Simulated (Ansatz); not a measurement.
Two isomers of CH9BOSi2: A = `CBO[SiH2][SiH3]`, B = `CB[SiH](O)[SiH3]`.

Program: Ansatz. Geometries: PBE0-D4/def2-TZVP. ΔE: electronic, gas phase. CCSD(T)/CBS is the MP2 limit (def2-TZVPP, def2-QZVPP) plus CCSD(T) − MP2 in def2-TZVPP, frozen cores. Functionals use def2-TZVPP. B3LYP here is the variant with VWN-RPA as its local correlation; programs differ in this. One conformer a species, not always the lowest.

A:

Z-matrix (Å, degrees):
```
C
B 1 1.565
H 1 1.097 2 109.1
H 1 1.093 2 115.6 3 -122.0
H 1 1.095 2 110.0 3 114.9
O 2 1.356 1 123.7 3 118.0
H 2 1.203 1 120.5 3 -61.4
Si 6 1.659 2 133.9 1 0.6
Si 8 2.344 6 111.1 2 -72.5
H 8 1.490 6 110.3 2 49.9
H 8 1.485 6 106.4 2 167.1
H 9 1.487 8 110.6 6 -57.8
H 9 1.489 8 109.4 6 -177.7
H 9 1.488 8 110.5 6 62.6
```

B:

Z-matrix (Å, degrees):
```
C
B 1 1.554
H 1 1.103 2 104.9
H 1 1.091 2 116.5 3 118.2
H 1 1.094 2 113.0 3 -113.5
Si 2 2.003 1 121.6 3 -109.4
H 2 1.203 1 118.0 3 72.9
Si 6 2.363 2 104.0 1 -72.3
O 6 1.661 2 117.0 1 164.0
H 6 1.490 2 112.0 1 42.2
H 8 1.489 6 111.7 2 179.2
H 8 1.490 6 109.8 2 58.7
H 8 1.491 6 110.9 2 -60.3
H 9 0.958 6 116.5 2 37.9
```

(1) Which is lower in electronic energy at CCSD(T)/CBS, and by how much? (Best estimate.)

(2) Give E(B) − E(A) in kcal/mol with B3LYP-D4, PBE-D4, MP2/def2-TZVPP, HF/def2-TZVPP, ωB97M-V, B2PLYP, CCSD(T)/def2-TZVPP. (Best estimate.)

Largest T1 diagnostic: 0.013.

## Answers

(1) Ansatz gave: A, by 38.0 kcal/mol.

(2) Ansatz gave: B3LYP-D4 38.6, PBE-D4 34.3, MP2/def2-TZVPP 39.4, HF/def2-TZVPP 42.4, ωB97M-V 38.7, B2PLYP 39.1, CCSD(T)/def2-TZVPP 38.5. None reverses the order clearly.

In def2-TZVPP, CCSD(T) changes the Hartree–Fock value by −4.0 kcal/mol (the triples alone add −0.4 kcal/mol) and MP2 by −3.0 kcal/mol. From PBE to PBE0 (25 % exact exchange), in def2-TZVPP and without D4, E(B) − E(A) moves by +1.4 kcal/mol.
